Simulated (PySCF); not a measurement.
CH5FGeO.

```xyz
9

Ge     0.5531     0.0620    -0.3031
F      0.8606     0.8667     1.2113
O     -0.8868    -0.9282    -0.0966
C     -2.1413    -0.3433     0.1408
H      1.7062    -0.9012    -0.5724
H      0.2948     1.1858    -1.3184
H     -2.2092     0.0896     1.1544
H     -2.3823     0.4537    -0.5887
H     -2.9109    -1.1250     0.0503
```
Charge 0, spin multiplicity 1.

Geometry: PBE0-D3(BJ)/def2-SVP. The values are those of a single conformer.

Computed with PBE/pcSseg-1 (PySCF). Non-relativistic, no solvent.

Computed absolute GIAO shielding of each atom: isotropic value and principal components (ppm):
| atom | σ(iso) | σ11 | σ22 | σ33 | span |
|---|---|---|---|---|---|
| Ge1 | 1238.5 | 1193.7 | 1215.5 | 1306.1 | 112.4 |
| F2 | 338.7 | 261.0 | 356.7 | 398.3 | 137.3 |
| O3 | 264.0 | 147.0 | 305.1 | 339.9 | 192.9 |
| C4 | 122.1 | 91.2 | 95.6 | 179.5 | 88.3 |
| H5 | 25.6 | 19.4 | 20.5 | 37.0 | 17.6 |
| H6 | 25.4 | 19.2 | 20.8 | 36.2 | 17.0 |
| H7 | 27.1 | 22.5 | 24.9 | 33.7 | 11.2 |
| H8 | 27.4 | 23.8 | 24.8 | 33.7 | 10.0 |
| H9 | 27.2 | 23.3 | 24.7 | 33.6 | 10.3 |
